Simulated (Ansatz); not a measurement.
```yaml
atoms:
  - { symbol: C, position_ang: [0.0000, 0.0037, -0.7274] }
  - { symbol: C, position_ang: [0.0000, -0.0037, 0.7274] }
  - { symbol: C, position_ang: [0.0000, 1.1141, -1.4779] }
  - { symbol: C, position_ang: [0.0000, -1.1141, 1.4779] }
  - { symbol: H, position_ang: [0.0000, -0.9768, -1.2194] }
  - { symbol: H, position_ang: [0.0000, 0.9768, 1.2194] }
  - { symbol: H, position_ang: [0.0000, 1.0675, -2.5695] }
  - { symbol: H, position_ang: [0.0000, 2.1089, -1.0210] }
  - { symbol: H, position_ang: [0.0000, -1.0675, 2.5695] }
  - { symbol: H, position_ang: [0.0000, -2.1089, 1.0210] }
```

Basis set: def2-TZVP (spherical functions). Frozen core: 4 orbitals. Charge 0, multiplicity 1.

Computed with Ansatz (development build ahead of 0.2.0); each method stands on the lowest determinant of its kind that the runs found. Restricted open shells among the atoms or ions are ROHF, correlated in semicanonical orbitals with singles.

The atomization energy at this shape (free ground-state atoms in the same class of orbitals less the molecule, no zero-point energy) of singlet C4H6:

```
 method  atomization energy
RHF-MP2            42.98 eV
```

Question: What does RHF give?

Answer: 33.46 eV.
